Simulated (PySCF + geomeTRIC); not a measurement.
A geometry relaxed with PBE0-D4/def2-TZVP run with PySCF + geomeTRIC, charge 0, multiplicity 2:

```xyz
5

C      1.0826     0.0551     0.1152
H     -1.3572     1.1802    -0.2285
N      2.2350     0.1101     0.0656
Si    -0.7330    -0.0427     0.3242
H     -1.2277    -1.3016    -0.2765
```

### Question
Write the SMILES of this molecule.

### Answer
`N#C[SiH2]`
